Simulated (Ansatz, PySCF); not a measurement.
AlCl₂, SMILES [Al]([Cl])[Cl], multiplicity 2. Atoms are numbered in the order given.

```xyz
3

Al     0.0000     0.0000     0.7651
Cl     0.0000    -1.8096    -0.3078
Cl     0.0000     1.8096    -0.3078
```
Charge 0, spin multiplicity 2.

Geometry: r2SCAN-D4/def2-TZVP. The multiplicity is an assumed one; other spin states were not compared. The isomer is the one that the SMILES or the coordinates give; other isomers of the formula were not compared.

Two levels are set side by side: PBE-D3(BJ)/def2-TZVP (Ansatz, an electronic-structure program) and r2SCAN-D4/def2-TZVP (Ansatz). Each level has its own optimised geometry; the coordinates shown are those of the second. Frequencies come from the Hessian of PySCF at each geometry. Differences are taken from unrounded values.

```tsv
quantity	r2SCAN-D4	PBE-D3(BJ)	PBE-D3(BJ) minus r2SCAN-D4
mean bond length (Å)	2.104	2.120	0.016
bond Al1–Cl2 (Å)	2.104	2.120	0.016
bond Al1–Cl3 (Å)	2.104	2.120	0.016
highest harmonic wavenumber (cm⁻¹)	571	551	-20
mean harmonic wavenumber (cm⁻¹)	392	375	-17
zero-point energy (kcal/mol)	1.68	1.61	-0.07
```
